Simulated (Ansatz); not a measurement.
AlMe2(acac) (C7H13AlO2), 23 atoms. Hardware: 2 threads of AMD EPYC 7R13 on a shared host and a share (18 GiB) of an NVIDIA H100 80GB HBM3.

Correlated methods freeze 14 core orbitals.

Question: How many basis functions does each of these Ansatz runs have, and roughly what does it cost? CCSD(T)/def2-TZVPP, charge 0 singlet, energy, from earlier orbitals; r2SCANh-D4/def2-TZVP, charge 0 singlet, energy, from earlier orbitals; LC-ωPBE (ω = 0.20 bohr⁻¹)/def2-SVP, charge 0 singlet, energy, from earlier orbitals; revPBE-D4/def2-TZVP, charge 1 doublet at the geometry of the charge 0 singlet, energy, from earlier orbitals; RPA@PBE/def2-TZVP, charge 0 singlet, energy, from earlier orbitals; LC-ωPBE (ω = 0.15 bohr⁻¹)/def2-SVP, charge 1 doublet at the geometry of the charge 0 singlet, energy, from earlier orbitals; PBE-D4/def2-TZVP, charge 0 singlet, energy, from earlier orbitals; PBE-D4/def2-TZVP, charge 1 doublet at the geometry of the charge 0 singlet, energy, from earlier orbitals; r2SCAN-D4/def2-TZVP, charge 0 triplet at the geometry of the charge 0 singlet, energy, from earlier orbitals; PBE-D4/def2-SVP, charge 1 doublet, relaxation, 7 steps; LC-ωPBE (ω = 0.20 bohr⁻¹)/def2-SVP, charge 1 doublet at the geometry of the charge 0 singlet, energy, from earlier orbitals; HF/STO-3G, charge 0 singlet, energy.

Answer: Other jobs shared the machine, so times can vary by a factor of up to 3. A dash marks memory too small to be measured apart from the calling script's.

| run | functions | fitting or Cholesky vectors | wall time | peak host memory (GiB) |
| --- | --- | --- | --- | --- |
| HF/STO-3G, charge 0 singlet, energy | 67 | 918 | 8.5 s | – |
| LC-ωPBE (ω = 0.20 bohr⁻¹)/def2-SVP, charge 0 singlet, energy, from earlier orbitals | 209 | 2339 | 11 s | 0.86 |
| LC-ωPBE (ω = 0.20 bohr⁻¹)/def2-SVP, charge 1 doublet at the geometry of the charge 0 singlet, energy, from earlier orbitals | 209 | 2339 | 11 s | 0.9 |
| PBE-D4/def2-TZVP, charge 1 doublet at the geometry of the charge 0 singlet, energy, from earlier orbitals | 394 | 2393 | 12 s | 0.96 |
| revPBE-D4/def2-TZVP, charge 1 doublet at the geometry of the charge 0 singlet, energy, from earlier orbitals | 394 | 2393 | 13 s | 0.96 |
| LC-ωPBE (ω = 0.15 bohr⁻¹)/def2-SVP, charge 1 doublet at the geometry of the charge 0 singlet, energy, from earlier orbitals | 209 | 2339 | 13 s | 0.9 |
| r2SCANh-D4/def2-TZVP, charge 0 singlet, energy, from earlier orbitals | 394 | 2393 | 14 s | 0.93 |
| RPA@PBE/def2-TZVP, charge 0 singlet, energy, from earlier orbitals | 394 | 2674 | 14 s | 1.9 |
| PBE-D4/def2-TZVP, charge 0 singlet, energy, from earlier orbitals | 394 | 2393 | 15 s | 0.89 |
| r2SCAN-D4/def2-TZVP, charge 0 triplet at the geometry of the charge 0 singlet, energy, from earlier orbitals | 394 | 2393 | 17 s | 1.1 |
| PBE-D4/def2-SVP, charge 1 doublet, relaxation, 7 steps | 209 | 2339 | 32 s | 0.87 |
| CCSD(T)/def2-TZVPP, charge 0 singlet, energy, from earlier orbitals | 503 | 2988 | 6.1 min | 2.5 |
